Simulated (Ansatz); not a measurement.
Stepwise reaction of `[NH2][Ti]([NH2])([NH2])[OH]` with hydrogen chloride, as a gas-phase model of exchange steps in deposition or etching. ΔE in kJ/mol; ΔG adds harmonic PBE0-D4 terms to CCSD(T)/CBS, at 1 bar.

Isolated molecules relaxed with PBE0-D4/def2-TZVP in Ansatz; ΔE leaves out vibrations. CBS: MP2 limit from def2 TZ/QZ plus the TZ coupled-cluster correction, frozen cores. This one scheme is used for every species. DFT in def2-TZVPP. B3LYP here is the variant with VWN-RPA as its local correlation; programs differ in this. For Ti outer-core shells are correlated without core-valence functions, which leaves a few kJ/mol of doubt a bond. Scalar relativity is left out up to krypton. One conformer a species, not always the lowest.

| step | reaction | PBE-D4 | B3LYP-D4 | ωB97M-V | CCSD(T)/CBS | ΔG(500 K) |
| --- | --- | --- | --- | --- | --- | --- |
| 1 | `[NH2][Ti]([NH2])([NH2])[OH]` + HCl → `[NH2][Ti]([NH2])([OH])[Cl]` + NH₃ | -101.3 | -100.9 | -99.7 | -97.4 | -90.1 |
| 2 | `[NH2][Ti]([NH2])([OH])[Cl]` + HCl → `[NH2][Ti]([OH])([Cl])[Cl]` + NH₃ | -94.0 | -93.4 | -91.8 | -91.6 | -83.8 |
| 3 | `[NH2][Ti]([OH])([Cl])[Cl]` + HCl → `[OH][Ti]([Cl])([Cl])[Cl]` + NH₃ | -74.4 | -71.5 | -67.9 | -68.7 | -59.1 |

**Question.** By hand: ΔE of the 3 steps together at CCSD(T)/CBS.

**Answer.** (-97.4) + (-91.6) + (-68.7) = -257.7 kJ/mol, or -85.9 kJ/mol a step.

In ΔE each step is higher than the one before. All are downhill at CCSD(T)/CBS. ΔG lies between -90.1 and -59.1 kJ/mol a step. PBE-D4 differs from CCSD(T)/CBS by -5.7 to -2.4 kJ/mol a step. Only this route is followed, and other bonds may react first. Isolated molecules leave out the surface, adducts and barriers. Largest T1 diagnostic: 0.024.
